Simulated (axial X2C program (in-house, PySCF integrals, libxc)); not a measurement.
## Testing model relations on BeS

A bond curve at the CCSD(T) level, two-component, was computed with an in-house relativistic program for diatomic molecules (basis S dyall-av3z [9s8p3d2f], Be dyall-cv3z [8s8p3d1f] (cores contracted in-house)) for the state Ω = 0 (closed shell). Its fit gives Re = 1.7587 Å, ωe = 979.4 cm⁻¹, ωexe = 5.83 cm⁻¹ and αe = 6.488e-03 cm⁻¹; the masses are 31.9721 and 9.0122 u. Two-component means X2C with spin–orbit coupling and atomic mean-field Coulomb and Gaunt terms.

Correlated methods: 8 electrons correlated (number of frozen shells: S 2 s, 1 p; Be 1 s), 176 virtual spin orbitals or spinors in MP2, 90 natural virtuals in coupled cluster.

(1) Find the reduced mass, Be and the force constant.

(2) A Morse curve ties αe to the other constants (Pekeris). How well does that hold?

(3) Give B0, the J = 1←0 line in GHz and the most populated J at 300 K (kT = 208.5 cm⁻¹).

(4) Estimate the centrifugal constant by the Kratzer relation.

(5) Estimate De from a Morse curve and compare with the computed well depth of 3.079 eV to S + Be.

The state is one determinant whose occupation by symmetry is held fixed; it was picked as the lowest of a PBE0 search that is not exhaustive. De is counted from the lowest determinant-based energies of the atoms at the same level, without counterpoise correction. CCSD and (T) use frozen natural virtuals with an MP2 correction for the truncation; (T) itself is uncorrected, so its De runs slightly low.

Answers

(1) From the CCSD(T) values: μ = 7.0305 u. Be = 16.8576/(μ Re²) = 0.7752 cm⁻¹. k = 5.8918×10⁻⁷ μ ωe² = 3.97 mdyn/Å.

(2) αe(Morse) = 6Be²/ωe × (√(ωexe/Be) − 1) = 6.415e-03 cm⁻¹; the CCSD(T) curve gives 6.488e-03 cm⁻¹, a ratio of 0.99.

(3) B0 = Be − αe/2 = 0.772 cm⁻¹; 2B0 = 46.29 GHz; J(max) ≈ √(kT/2B0) − 1/2 = 11.1, so J = 11.

(4) D = 4Be³/ωe² = 1.94e-06 cm⁻¹.

(5) De(Morse) = ωe²/(4ωexe) = 5.100 eV against 3.079 eV computed, a ratio of 1.66. The extrapolation overshoots: the well softens faster than a Morse curve, or the lowest atomic limit lies below the one to which the curve heads.
